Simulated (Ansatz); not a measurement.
Ansatz (a program for electronic structure) job for Al(F)(Br)(vinyl) (C2H3AlBrF), SMILES C=[CH][Al]([F])[Br], CAM-B3LYP/def2-SVPD. Geometry optimised at B3LYP-D3(BJ)/def2-SVP. The structure was generated by enumeration; whether it is a known compound was not checked. The values are those of a single conformer.

Ansatz 0.2 input:
```yaml
crystal:
  periodic: [false, false, false]
  atoms:
    - {symbol: Al, position_ang: [0.67397689, 0.61140234, 0.00000000]}
    - {symbol: F, position_ang: [2.33646938, 0.59355303, 0.00000000]}
    - {symbol: Br, position_ang: [-0.38791067, -1.37695344, 0.00000000]}
    - {symbol: C, position_ang: [-0.32023586, 2.25784449, 0.00000000]}
    - {symbol: C, position_ang: [-1.66468826, 2.26550583, 0.00000000]}
    - {symbol: H, position_ang: [0.19462443, 3.22819818, 0.00000000]}
    - {symbol: H, position_ang: [-2.24673603, 3.19582820, 0.00000000]}
    - {symbol: H, position_ang: [-2.25139404, 1.33903449, 0.00000000]}
basis:
  gaussian:
    orbitals: def2-SVPD
hamiltonian:
  xc: {name: CAM-B3LYP}
```

It prints:

```
WARN ansatz: RAYON_NUM_THREADS=1 ignored (pool sized by the plan → 1); use --threads N
Functional definition: CAM-B3LYP
integrals: 0.12 GiB planned
1427 factors; their error is unknown
integrals: 0.15 GiB planned
490 factors; integrals over basis functions are off by at most 2.4e-5 eV
mean field: 1.08 GiB planned
mean field evaluation 1: about -81469.1010 eV, gradient 4.9e1 eV
mean field evaluation 2: about -81467.7633 eV, gradient 6.1e1 eV
mean field evaluation 4: about -81474.1387 eV, gradient 1.8e0 eV
mean field evaluation 8: about -81474.1451 eV, gradient 1.8e-1 eV
mean field evaluation 16: about -81474.2865 eV, gradient 1.2e-4 eV
mean field -81474.28649409 eV, -2994.1248034031 hartree, gradient 3.0e-5 eV, S^2 0.000000; 0 other end points of the search recorded, 0 dependent functions left out
reference -81474.28663146 eV, -2994.1248084513 hartree; 36, 36 occupied and 116, 116 virtual orbitals, 1427 factors
Total energy: -81474.28663146 eV, -2994.1248084513 hartree
```

The calculation finished and met its thresholds.
